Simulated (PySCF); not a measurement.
Static response to an electric field

Compound: C3H7FOSi.
Geometry (PBE0-D3(BJ)/def2-SVP, Å), atoms numbered from 1 in this order:
```
atom  x, y, z in Å
C1     1.9481    0.2423   -0.6471
O2     1.1807   -0.0269    0.4950
C3    -0.1387    0.3544    0.3572
Si4   -1.6019   -0.3118    1.3291
C5    -1.0970   -0.4727   -0.4773
F6    -1.6978    0.1076   -1.5523
H7     1.5613   -0.2839   -1.5401
H8     2.9723   -0.1022   -0.4502
H9     1.9736    1.3254   -0.8741
H10   -0.2945    1.4331    0.1551
H11   -2.5949    0.6999    1.7659
H12   -1.5058   -1.5338    2.1647
H13   -0.6975   -1.4707   -0.7170
```

Level: CAM-B3LYP/def2-SVPD (PySCF), static field, nuclei fixed, core orbitals frozen in the response. The polarisability tensor in these axes (au):

```
x    76.55   2.15 -11.77
y     2.15  61.12  -3.07
z   -11.77  -3.07  72.59
```

Q: Diagonalise the tensor; give its mean and Δα, where Δα² is half the sum of the squared differences of the eigenvalues.

A: Principal values 60.23, 63.01 and 87.02 au; mean 70.08 au = 10.39 Å³ = 11.56 × 10⁻⁴⁰ C²·m²/J; Δα = 25.51 au (36 % of the mean).

Q: What is the dipole moment, and where does it point?

A: (0.27, -0.16, 0.70) D, 0.76 D in size, pointing from the negative to the positive side. Measured along this direction, the outermost atoms are F6 at the negative end and H12 at the positive end.

Q: Traceless (Buckingham) quadrupole moment about the centre of nuclear charge: eigenvalues?

A: -11.30, 2.44, 8.86 D·Å. The values depend on the origin, since the dipole doesn't vanish. The electronic extent ⟨r²⟩ about the same centre is 797 bohr², a root-mean-square distance of 2.00 Å for the 56 electrons.

Q: Refractivity n − 1 of an ideal gas of it at 400 K and 1 atm, from the electronic α?

A: N = p/kT = 1.8347 × 10¹⁹ cm⁻³, so n − 1 = 2π × N × 10.39 × 10⁻²⁴ cm³ = 1197 × 10⁻⁶ at long wavelengths, for an ideal gas.

Q: Find the Langevin capture rate constant for O2+ (31.990 u) meeting this molecule (106.025 u), k = 2.342 × 10⁻⁹ cm³/s × √(α in Å³ / reduced mass in u).

A: The reduced mass is 24.58 u, so k = 1.52 × 10⁻⁹ cm³/s. The formula leaves out the permanent dipole, which adds to the capture rate.

Q: Estimate the molar refractivity from the static electronic polarisability.

A: Lorentz–Lorenz: R = (4π/3)N_A α = 2.5225 cm³/(mol·Å³) × 10.39 Å³ = 26.2 cm³/mol, in the limit of long wavelengths.

Q: Sum over states: ᾱ = Σ f/ω², ω in Eh. What share falls to these 10 lowest TDDFT singlets (eV, f)? 6.32, 0.0726; 6.45, 0.0171; 6.60, 0.1090; 6.88, 0.0030; 6.97, 0.0005; 7.19, 0.0208; 7.34, 0.0231; 7.50, 0.0277; 7.68, 0.0394; 7.93, 0.0247.

A: They add up to 5.32 au, 7.6 % of the 70.08 au; the largest single term is 1.85 au, from the state at 6.60 eV. Terms in order: 1.35, 0.30, 1.85, 0.05, 0.01, 0.30, 0.32, 0.36, 0.49, 0.29 au. Higher excitations give the rest. The strengths listed sum to 0.338.

Isolated species at its PBE0-D3(BJ)/def2-SVP geometry (one conformer only).
